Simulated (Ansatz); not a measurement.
Species: [Mo(=O)2(CH3)2] (charge 0, multiplicity 1), formula C$_{2}$H$_{6}$MoO$_{2}$.

Q: How many basis functions does frozen-core CCSD(T)/def2-TZVPP // TPSS-D3(BJ)/def2-SVP (Ansatz, a quantum-chemistry and plane-wave program) use, how many core orbitals are frozen, and how many electrons are correlated?

A: 264 basis functions and 4 frozen orbitals, which leaves 40 correlated electrons. Core time is of the order of minutes.
